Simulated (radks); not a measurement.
Species: Co. Configuration: [Ar] 3d7 4s2. Calculated with a radial shooting solver on a logarithmic mesh with Libxc functionals: scalar-relativistic Kohn-Sham, HCTH/407, spin-unpolarised, spherical densities, finite nucleus; Fermi nuclear charge, rms radius 3.7875 fm.

Normalised radial functions P(r) = r R(r), r in bohr:

r,4p
0.002154,0.0002
0.002488,0.0002
0.002873,0.0003
0.003318,0.0004
0.003832,0.0005
0.004425,0.0007
0.00507,0.0009
0.005855,0.0012
0.006762,0.0015
0.00781,0.0020
0.009019,0.0026
0.01042,0.0034
0.01203,0.0044
0.01389,0.0057
0.01604,0.0073
0.01853,0.0094
0.0214,0.0120
0.02471,0.0152
0.02831,0.0190
0.0327,0.0238
0.03776,0.0295
0.04361,0.0363
0.05037,0.0441
0.05817,0.0527
0.06718,0.0621
0.07758,0.0717
0.0896,0.0808
0.1035,0.0885
0.1195,0.0936
0.138,0.0945
0.1594,0.0898
0.1826,0.0788
0.2109,0.0592
0.2436,0.0313
0.2813,-0.0039
0.3249,-0.0442
0.3752,-0.0855
0.4333,-0.1227
0.5004,-0.1499
0.5779,-0.1616
0.6674,-0.1537
0.7708,-0.1245
0.8901,-0.0752
1.028,-0.0093
1.178,0.0635
1.36,0.1459
1.571,0.2281
1.814,0.3050
2.095,0.3720
2.42,0.4247
2.794,0.4590
3.227,0.4724
3.727,0.4666
4.304,0.4472
4.971,0.4165
5.741,0.3680
6.577,0.3003
7.596,0.2185
8.772,0.1460
10.13,0.0910
11.7,0.0530
13.51,0.0287
15.61,0.0142

4p (empty): eigenvalue -1.412 eV, 2 radial nodes at r = 0.277, 1.05 bohr, <r> = 4.48 bohr, 90 % of the charge inside 7.06 bohr.
